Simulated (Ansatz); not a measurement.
`CC(F)(F)[SiH3]`, charge 0, multiplicity 1.

(1) Give a relaxed structure at PBE0-D4/def2-TZVP (the Gaussian-basis code of Ansatz). (Estimate.)

Results:

(1) Computed: 
```xyz
11

C    -0.4458   -1.0196   -0.9163
C    -0.4072    0.3655   -0.3369
F    -1.6797    0.7178    0.0497
F    -0.0593    1.2503   -1.3312
Si    0.7742    0.6453    1.1573
H     0.5436   -1.3044   -1.2766
H    -1.1505   -1.0388   -1.7508
H    -0.7682   -1.7354   -0.1590
H     2.1580    0.3243    0.7264
H     0.6709    2.0607    1.5821
H     0.3640   -0.2655    2.2553
```
Point group Cs.
This is one stationary point; other conformers may exist.
